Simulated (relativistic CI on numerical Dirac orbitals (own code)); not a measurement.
Er3+: N4,5 absorption edge

Computed with this model: Dirac-Coulomb-Breit CI, KLI orbitals optimised for each configuration, model QED, valence Slater integrals scaled by 0.8, multiplet model of core-to-valence dipole absorption; configurations [Xe] 4f11 → [Kr] 4d9 4f12 5s2 5p6; 300 K; Lorentzian 0.3 eV and Gaussian 0.2 eV FWHM. Energies are those of the free ion, without screening or charge transfer. The branching ratio is the share of the lower-energy edge in the whole absorption, uncertain by about 0.02 where the edges overlap. S is read from ⟨S²⟩ = S(S + 1).

Field parameters in Wybourne normalisation; cubic f-shell fields have B⁴₄ = √(5/14) B⁴₀ and B⁶₄ = −√(7/2) B⁶₀. The field is a parameter set, without covalency.

free ion: ground-state S = 1.48, centroid 175.50 eV. Peaks (eV, height): 168.4 (12), 170.4 (58), 171.2 (6), 172.8 (13), 174.7 (14), 179.3 (100).

Oh, B40 = 850, B60 = 780 cm⁻¹: ground-state S = 1.48, centroid 175.52 eV. Peaks (eV, height): 166.4 (6), 168.4 (13), 170.5 (58), 171.3 (7), 172.8 (13), 174.7 (14), 179.3 (100), 179.8 (39).

Strongest unbroadened transitions for free ion:

```
Energy (eV)  Relative strength
     166.34                6.0
     167.28                0.8
     168.35               12.6
     168.71                0.6
     170.43               60.2
     171.29                3.8
     172.78               12.9
     174.47                6.0
     174.73               11.2
     174.87                0.0
     179.28              100.0
     179.79               30.0
     182.16                0.0
     187.37                1.5
     191.84                0.1
```
